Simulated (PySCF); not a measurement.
**AlN₂ + Br₂ → AlBr₂ + N₂**

Level: PBE0 in the def2-TZVP basis family, all electrons, no relativity, computed in PySCF with density fitting; open shells unrestricted.

| species | state and structure | E (Eh) | ZPE (kJ/mol) | H(298 K) − H(0) (kJ/mol) | S° (J/(mol K)) |
| --- | --- | --- | --- | --- | --- |
| AlN₂ | doublet, C∞v, Al–N 1.982 Å, N–N 1.127 Å; Al–N–N 180.0° | -351.70336 | 16.2 | 12.7 | 256.0 |
| Br₂ | singlet, D∞h, Br–Br 2.281 Å | -5147.70672 | 2.0 | 9.7 | 244.8 |
| AlBr₂ | doublet, C2v, Al–Br 2.267 Å (×2); Br–Al–Br 119.7° | -5390.14028 | 5.4 | 13.5 | 313.0 |
| N₂ | singlet, D∞h, N–N 1.089 Å | -109.44629 | 14.9 | 8.7 | 191.4 |

Q: What is the electronic reaction energy?

A: At PBE0/def2-TZVP, ΔE = -463.4 kJ/mol from the differences of the total energies times 2625.5, downhill. 

Q: Add zero-point, thermal and entropy terms for 298.15 K and 1 bar.

A: ΔZPE = 2.1 and Δ[H(298) − H(0)] = -0.2 kJ/mol give ΔH° = -461.5 kJ/mol. ΔS° = 3.6 J/(mol K), so ΔG° = -461.5 − 298.15 × (0.0036) = -463 kJ/mol.

Only the bonding shown was studied: isomers, or loss of a ligand pair, can lie lower.
